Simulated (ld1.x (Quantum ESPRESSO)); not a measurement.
Ce, TM: configuration errors across variants

| Quantity | Value |
| --- | --- |
| Element | cerium (Ce) |
| Generator | ld1.x (Quantum ESPRESSO) 7.5 |
| Type | norm-conserving Troullier–Martins (Kleinman–Bylander form) |
| Functional | LDA (PZ) |
| Relativity | fully relativistic |
| Frozen core | [Kr] 4d10 |
| Valence charge | 12 |
| Reference configuration | 4f1 5s2 5p6 5d1 6s2 6p0 |
| Partial waves | 5s (bound): rc 2.25 bohr; 5p (bound): rc 1.65 bohr; 5d (bound): rc 2.25 bohr; 4f (bound): rc 1.80 bohr |
| Local potential | all-electron potential smoothed inside 2.05 bohr (lloc = -1) |
| Core correction | none |

Open shells are filled in proportion to 2j + 1 (rel_dist='average').

Occupied shells without a wave of their own: 6s. They enter only through the test configuration that unscreens the potential.

All-electron excitation energies from the reference (eV): (1) 4f1 5s2 5p6 5d1 6s1 6p0 6.270; (2) 4f1 5s2 5p6 5d1 6s0 6p0 17.614; (3) 4f1 5s2 5p6 5d0 6s0 6p0 36.942; (4) 4f0 5s2 5p6 5d0 6s0 6p0 74.993; (5) 4f1 5s2 5p6 5d0 6s2 6p0 6.551; (6) 4f1 5s2 5p6 5d1.5 6s1.5 6p0 0.409; (7) 4f1 5s2 5p6 5d1 6s0 6p1 9.411.

For the base: The 6s level has no wave, so the channel is fitted at the deeper level alone: the likely source of the large errors.

4 further variants failed, have other tests or another functional or relativity, and are left out.

The file “base” misses its own reference levels by 0.4 eV. The file “wave 5d (bound): rc 2.25 bohr becomes 5d (bound): rc 2.36 bohr” misses its own reference levels by 0.4 eV. The file “wave 5p (bound): rc 1.65 bohr becomes 5p (bound): rc 1.64 bohr” misses its own reference levels by 0.4 eV. The file “local potential all-electron potential smoothed inside 2.02 bohr (lloc = -1)” misses its own reference levels by 0.4 eV.

Errors AE − PS in meV (a dash: test not solved or not reliable):

```tsv
change	(1)	(2)	(3)	(4)	(5)	(6)	(7)	bound ghosts
base	-592	-1651	-2408	-3305	+21	-200	-1317	not determined
wave 5d (bound): rc 2.25 bohr becomes 5d (bound): rc 2.36 bohr	-592	-1651	-2408	-3306	+21	-199	-1317	not determined
wave 5p (bound): rc 1.65 bohr becomes 5p (bound): rc 1.64 bohr	-592	-1651	-2408	-3305	+21	-200	-1317	not determined
local potential all-electron potential smoothed inside 2.02 bohr (lloc = -1)	-592	-1651	-2408	-3305	+21	-200	-1317	not determined
```

Task: Give the same row for: wave 4f (bound): rc 1.80 bohr becomes 4f (bound): rc 2.26 bohr.

Result: -592, -1648, -2407, -2871, +23, -199, -1314; bound ghosts: not determined.
